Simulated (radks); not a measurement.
Charge is removed step by step from the 4p level of the mercury ion Hg3+, starting from [Xe] 4f14 5d9. Calculated with a radial shooting solver on a logarithmic mesh with Libxc functionals: scalar-relativistic Kohn-Sham, LDA (Slater exchange, Perdew-Wang correlation), spin-unpolarised, spherical densities, point nucleus.

\begin{tabular}{lrrr}
removed (e) & E - E(0) (eV) & eigenvalue (eV) & E minus straight line (eV) \\ \hline
0 & 0.000 & -610.73 & 0.000 \\
0.125 & 76.470 & -614.61 & -1.729 \\
0.25 & 153.43 & -618.53 & -2.972 \\
0.375 & 230.87 & -622.47 & -3.724 \\
0.5 & 308.82 & -626.44 & -3.982 \\
0.625 & 387.25 & -630.44 & -3.742 \\
0.75 & 466.20 & -634.46 & -3.000 \\
0.875 & 545.64 & -638.52 & -1.754 \\
1 & 625.59 & -642.60 & 0.000 \\
\end{tabular}

Removing the whole electron costs 625.59 eV by Delta-SCF, against 610.73 eV from minus the eigenvalue at the starting occupation. Slater's transition state (half an electron removed) gives 626.44 eV. Integrating minus the eigenvalue over the occupation (Janak's theorem) gives 626.51 eV. In this scalar-relativistic scheme the density is built from large components alone, so the theorem holds only approximately. The mean slope of the eigenvalue, de/dn, is 31.9 eV per electron.
